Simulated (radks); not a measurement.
Problem. Species: Gd2+. Configuration: [Xe] 4f7 5d1 (the NIST ground configuration). Method: scalar-relativistic Kohn-Sham, LDA (Slater exchange, Perdew-Wang correlation), spin-polarised, spherical densities, point nucleus; open shells are filled with parallel spins first (spin-orbit coupling, left out, can overturn this in heavy ions); computed with a radial shooting solver on a logarithmic mesh with Libxc functionals. Some entries of the table are withheld. Estimate them.

| orbital | occ. | eigenvalue (hartree) | <1/r> (bohr^-1) |
|---|---|---|---|
| 1s down | 1 | -1840.060 | 71.61 |
| 1s up | 1 | -1840.060 | 71.61 |
| 2s up | 1 | -304.2550 | 16.61 |
| 2s down | 1 | -304.2500 | 16.61 |
| 2p up | 3 | -270.9210 | 15.51 |
| 2p down | 3 | -270.9173 | 15.51 |
| 3s up | 1 | -67.84290 | 6.089 |
| 3s down | 1 | -67.74246 | 6.095 |
| 3p up | 3 | -57.51652 | 5.727 |
| 3p down | 3 | -57.41686 | 5.733 |
| 3d up | 5 | -43.84564 | 5.436 |
| 3d down | 5 | -43.76732 | 5.442 |
| 4s up | 1 | -14.12166 | 2.572 |
| 4s down | 1 | -13.89946 | 2.571 |
| 4p up | 3 | -10.71572 | 2.364 |
| 4p down | 3 | -10.49588 | 2.363 |
| 4d up | 5 | -6.00317 | 2.084 |
| 4d down | 5 | -5.78756 | 2.080 |
| 5s up | 1 | -2.38669 | (1) |
| 5s down | 1 | -2.26524 | (2) |
| 5p up | 3 | -1.54890 | 0.8495 |
| 5p down | 3 | -1.45126 | 0.8308 |
| 4f up | 7 | (3) | 1.536 |
| 4f down | 0 | (4) | 1.496 |
| 5d up | 1 | -0.58661 | 0.5537 |
| 5d down | 0 | -0.53132 | 0.5290 |

Solution. 
(1) 5s up <1/r> (bohr^-1): 1.004
(2) 5s down <1/r> (bohr^-1): 0.9881
(3) 4f up eigenvalue (hartree): -0.90186
(4) 4f down eigenvalue (hartree): -0.70922
